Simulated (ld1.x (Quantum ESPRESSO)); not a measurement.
What one change does to a pseudopotential (C, TM)

```
Element                 : carbon (C)
Generator               : ld1.x (Quantum ESPRESSO) 7.5
Type                    : norm-conserving Troullier–Martins (Kleinman–Bylander form)
Functional              : LDA (PZ)
Relativity              : non-relativistic
Frozen core             : [He]
Valence charge          : 4
Reference configuration : 2s2 2p0 (charge +2)
Partial waves           : 2s (bound): rc 0.85 bohr; 2p (bound, empty): rc 2.55 bohr
Local potential         : all-electron potential smoothed inside 2.00 bohr (lloc = -2)
Core correction         : none
```

Change: wave 2s (bound): rc 0.85 bohr becomes 2s (bound): rc 0.82 bohr.

Cutoffs: the cutoffs (Ry, on a coarse ladder) from which the occupation-weighted sum of valence levels, in a spherical-Bessel basis at the reference potential, stays within 10 and 1 mRy of its value at 400 Ry; they do not see the model core or the augmentation charge, which bear on the density cutoff. Errors are all-electron minus pseudo energies relative to the spin-unpolarised reference configuration.

Q: Predict the effect on cutoff, ghosts and configuration errors.

A: The potential gets neither clearly harder nor softer (90 Ry and 200 Ry → 90 Ry and 230 Ry); the errors of the 9 common tests hardly move; neither file shows a bound ghost.

| quantity | base | changed |
| --- | --- | --- |
| cutoff, loose | 90 Ry | 90 Ry |
| cutoff, tight | 200 Ry | 230 Ry |
| bound ghosts | none | none |
| error for 2s2 2p2, meV [ΔE -35.25 eV] | +640 | +641 |
| error for 2s2 2p1, meV [ΔE -24.26 eV] | +287 | +287 |
| error for 2s1 2p0, meV [ΔE 47.95 eV] | +97 | +97 |
| error for 2s2 2p2.3, meV [ΔE -36.45 eV] | +691 | +692 |
| error for 2s1 2p2, meV [ΔE -15.79 eV] | +544 | +547 |
| error for 2s1 2p3, meV [ΔE -27.03 eV] | +909 | +912 |
| error for 2s0 2p4, meV [ΔE -18.77 eV] | +1198 | +1204 |
| error for 2s2 2p2 (spin-polarised), meV [ΔE -36.38 eV] | +774 | +775 |
| error for 2s2 2p1 (spin-polarised), meV [ΔE -24.66 eV] | +327 | +327 |
| s: phases at 2.76 bohr within 0.05 rad from the reference energy up to (Ry; the scan ends near 5) | -0.7 | -0.7 |
| p: phases at 2.76 bohr within 0.05 rad from the reference energy up to (Ry; the scan ends near 5) | -0.8 | -0.8 |
